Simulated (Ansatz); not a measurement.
Ansatz (a program for electronic structure) input for silole (C4H6Si), SMILES C1=C[SiH2]C=C1, PBE-D3(BJ)/def2-SVP. 

Ansatz 0.2 input:
```yaml
crystal:
  periodic: [false, false, false]
  atoms:
    - {symbol: C, position_ang: [-0.00000000, -0.72832784, -1.30812507]}
    - {symbol: C, position_ang: [-0.00000000, -1.31978169, -0.10790741]}
    - {symbol: Si, position_ang: [0.00000000, -0.00000000, 1.24063041]}
    - {symbol: C, position_ang: [-0.00000000, 1.31978170, -0.10790742]}
    - {symbol: C, position_ang: [0.00000000, 0.72832784, -1.30812507]}
    - {symbol: H, position_ang: [0.00000001, -1.26045952, -2.25002315]}
    - {symbol: H, position_ang: [-0.00000000, -2.39100765, 0.00614154]}
    - {symbol: H, position_ang: [-1.21574642, -0.00000000, 2.05566367]}
    - {symbol: H, position_ang: [1.21574641, 0.00000001, 2.05566367]}
    - {symbol: H, position_ang: [-0.00000001, 2.39100765, 0.00614154]}
    - {symbol: H, position_ang: [0.00000000, 1.26045952, -2.25002316]}
basis:
  gaussian:
    orbitals: def2-SVP
hamiltonian:
  xc: pbe
  dispersion: d3bj
relax: {f_tol: 0.002, max_steps: 200}
```

Log of the run:

```
WARN ansatz: RAYON_NUM_THREADS=1 ignored (pool sized by the plan → 1); use --threads N
Functional definition: PBE
integrals: 0.05 GiB planned
1176 factors; their error is unknown
mean field: 0.29 GiB planned
mean field evaluation 1: about -12096.1223 eV, gradient 6.1e1 eV
mean field evaluation 2: about -12078.0484 eV, gradient 1.0e2 eV
mean field evaluation 4: about -12106.2542 eV, gradient 1.4e1 eV
mean field evaluation 8: about -12106.7369 eV, gradient 1.4e-1 eV
mean field evaluation 16: about -12106.6569 eV, gradient 1.1e-3 eV
mean field -12106.65689543 eV, -444.9114347203 hartree, gradient 2.0e-5 eV, S^2 0.000000; 0 other end points of the search recorded, 0 dependent functions left out
the calculation of the forces begins
reference -12106.65692909 eV, -444.9114359572 hartree; 22, 22 occupied and 82, 82 virtual orbitals, 1176 factors
relax step   1: F+E_penalty+E_count = -12106.92980757 eV  Δ(F+E_penalty+E_count) = +0.000e0 eV  max|allowed force component| = 1.488e0 eV/Å  Δτ_max = 0.0000 Å  (31 SCF iters, accepted)
these checks for a lower state are left out or cut short: starts, cluster_reference, orbital_swaps, neighbouring_geometries, increment
integrals: 0.05 GiB planned
1176 factors; their error is unknown
mean field: 0.29 GiB planned
mean field -12106.80782869 eV, -444.9169814152 hartree, gradient 8.3e-6 eV, S^2 0.000000; 0 other end points of the search recorded, 0 dependent functions left out
the calculation of the forces begins
reference -12106.80786286 eV, -444.9169826711 hartree; 22, 22 occupied and 82, 82 virtual orbitals, 1176 factors
relax step   2: F+E_penalty+E_count = -12107.07854123 eV  Δ(F+E_penalty+E_count) = -1.487e-1 eV  max|allowed force component| = 4.538e-1 eV/Å  Δτ_max = 0.0583 Å  (32 SCF iters, accepted)
these checks for a lower state are left out or cut short: starts, cluster_reference, orbital_swaps, neighbouring_geometries, increment
integrals: 0.05 GiB planned
1176 factors; their error is unknown
mean field: 0.29 GiB planned
mean field evaluation 32: about -12106.8176 eV, gradient 1.6e-4 eV
mean field -12106.81756271 eV, -444.9173391338 hartree, gradient 8.5e-6 eV, S^2 0.000000; 0 other end points of the search recorded, 0 dependent functions left out
the calculation of the forces begins
reference -12106.81759701 eV, -444.9173403943 hartree; 22, 22 occupied and 82, 82 virtual orbitals, 1176 factors
relax step   3: F+E_penalty+E_count = -12107.08762585 eV  Δ(F+E_penalty+E_count) = -9.085e-3 eV  max|allowed force component| = 6.188e-2 eV/Å  Δτ_max = 0.0138 Å  (32 SCF iters, accepted)
these checks for a lower state are left out or cut short: starts, cluster_reference, orbital_swaps, neighbouring_geometries, increment
integrals: 0.05 GiB planned
1176 factors; their error is unknown
mean field: 0.29 GiB planned
mean field -12106.81767818 eV, -444.9173433774 hartree, gradient 8.7e-6 eV, S^2 0.000000; 0 other end points of the search recorded, 0 dependent functions left out
the calculation of the forces begins
reference -12106.81771248 eV, -444.9173446378 hartree; 22, 22 occupied and 82, 82 virtual orbitals, 1176 factors
relax step   4: F+E_penalty+E_count = -12107.08778514 eV  Δ(F+E_penalty+E_count) = -1.593e-4 eV  max|allowed force component| = 2.068e-2 eV/Å  Δτ_max = 0.0029 Å  (25 SCF iters, accepted)
these checks for a lower state are left out or cut short: starts, cluster_reference, orbital_swaps, neighbouring_geometries, increment
integrals: 0.05 GiB planned
1176 factors; their error is unknown
mean field: 0.29 GiB planned
mean field -12106.81768002 eV, -444.9173434449 hartree, gradient 1.4e-5 eV, S^2 0.000000; 0 other end points of the search recorded, 0 dependent functions left out
the calculation of the forces begins
reference -12106.81771431 eV, -444.9173447052 hartree; 22, 22 occupied and 82, 82 virtual orbitals, 1176 factors
relax step   5: F+E_penalty+E_count = -12107.08781064 eV  Δ(F+E_penalty+E_count) = -2.550e-5 eV  max|allowed force component| = 2.266e-3 eV/Å  Δτ_max = 0.0006 Å  (23 SCF iters, accepted)
these checks for a lower state are left out or cut short: starts, cluster_reference, orbital_swaps, neighbouring_geometries, increment
integrals: 0.05 GiB planned
1176 factors; their error is unknown
mean field: 0.29 GiB planned
mean field -12106.81768004 eV, -444.9173434459 hartree, gradient 6.9e-6 eV, S^2 0.000000; 0 other end points of the search recorded, 0 dependent functions left out
the calculation of the forces begins
reference -12106.81771434 eV, -444.9173447062 hartree; 22, 22 occupied and 82, 82 virtual orbitals, 1176 factors
relax step   6: F+E_penalty+E_count = -12107.08781178 eV  Δ(F+E_penalty+E_count) = -1.141e-6 eV  max|allowed force component| = 9.244e-4 eV/Å  Δτ_max = 0.0003 Å  (20 SCF iters, accepted)
integrals: 0.05 GiB planned
1176 factors; their error is unknown
mean field: 0.29 GiB planned
mean field evaluation 64: about -12106.9056 eV, gradient 1.8e-1 eV
mean field -12106.81768004 eV, -444.9173434459 hartree, gradient 2.8e-5 eV, S^2 0.000000; 1 other end points of the search recorded, 0 dependent functions left out
the calculation of the forces begins
reference -12106.81771434 eV, -444.9173447061 hartree; 22, 22 occupied and 82, 82 virtual orbitals, 1176 factors
Total energy: -12107.08784607 eV, -444.9272718643 hartree
Atom 0 at     0.000000    -0.742240    -1.310110 Å, force    -0.000000     0.000252    -0.000228 eV/Å
Atom 1 at     0.000000    -1.363830    -0.097918 Å, force    -0.000000    -0.000215     0.000487 eV/Å
Atom 2 at    -0.000000     0.000000     1.201050 Å, force     0.000000     0.000000     0.000924 eV/Å
Atom 3 at    -0.000000     1.363830    -0.097918 Å, force    -0.000000     0.000215     0.000487 eV/Å
Atom 4 at    -0.000000     0.742240    -1.310110 Å, force    -0.000000    -0.000252    -0.000228 eV/Å
Atom 5 at     0.000000    -1.285467    -2.271494 Å, force     0.000000    -0.000050     0.000106 eV/Å
Atom 6 at     0.000000    -2.457968     0.008408 Å, force    -0.000000     0.000023    -0.000807 eV/Å
Atom 7 at    -1.218857    -0.000000     2.086654 Å, force     0.000144     0.000000    -0.000020 eV/Å
Atom 8 at     1.218857     0.000000     2.086654 Å, force    -0.000144     0.000000    -0.000020 eV/Å
Atom 9 at    -0.000000     2.457968     0.008408 Å, force     0.000000    -0.000023    -0.000807 eV/Å
Atom 10 at    -0.000000     1.285467    -2.271494 Å, force     0.000000     0.000050     0.000106 eV/Å
Dipole moment:     0.000000     0.000000    -0.112879 e Å
```

Self-consistency was reached.

Cost: very roughly 19 core-seconds.
